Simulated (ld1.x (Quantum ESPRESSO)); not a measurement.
Reading a pseudo-wave (Os)

Columns: radius, all-electron u(r) and pseudo u(r) of the 6s shell (level -6.55 eV) of osmium in the configuration [Xe] 4f14 5d6 6s1.75 6p0.25; PW91, scalar-relativistic, TM scheme, ld1.x (Quantum ESPRESSO) 7.5.

```
r (bohr)  all-electron   pseudo
   0.208        0.0238  -0.0194
   0.416       -0.1366  -0.0423
   0.624        0.2104  -0.0727
   0.832        0.3103  -0.1155
   1.040        0.1732  -0.1755
   1.248       -0.0483  -0.2558
   1.456       -0.2611  -0.3537
   1.664       -0.4292  -0.4579
   1.872       -0.5462  -0.5511
   2.080       -0.6178  -0.6180
   2.288       -0.6530  -0.6530
   2.496       -0.6609  -0.6609
   2.704       -0.6489  -0.6489
   2.912       -0.6233  -0.6233
   3.120       -0.5887  -0.5887
   3.328       -0.5487  -0.5487
   3.536       -0.5062  -0.5062
   3.744       -0.4630  -0.4630
   3.952       -0.4205  -0.4205
   4.160       -0.3798  -0.3798
   4.368       -0.3414  -0.3414
   4.576       -0.3057  -0.3057
   4.784       -0.2730  -0.2730
   4.992       -0.2431  -0.2431
   5.200       -0.2161  -0.2161
   5.408       -0.1918  -0.1918
```

Problem. How many radial nodes do the two functions have?

Solution. The all-electron 6s function has n − l − 1 = 5 (the table is too coarse to show those close to the nucleus); the pseudo-wave has 0, since the states of the same l below it are removed with the core.

Problem. At about which radius was the pseudo-wave matched?

Solution. 2.50 bohr. The columns agree to 0.0005 from 2.08 bohr on; several derivatives are matched, so the curves merge somewhat inside the radius.

Problem. Where does each function peak?

Solution. Outermost all-electron maximum near 2.50 bohr, pseudo maximum near 2.50 bohr (to the table’s step).

Problem. Is the pseudo-wave norm-conserving?

Solution. Yes: the TM scheme keeps the norm inside the radius equal to the all-electron one, which fixes the energy derivative of the logarithmic derivative at the level.
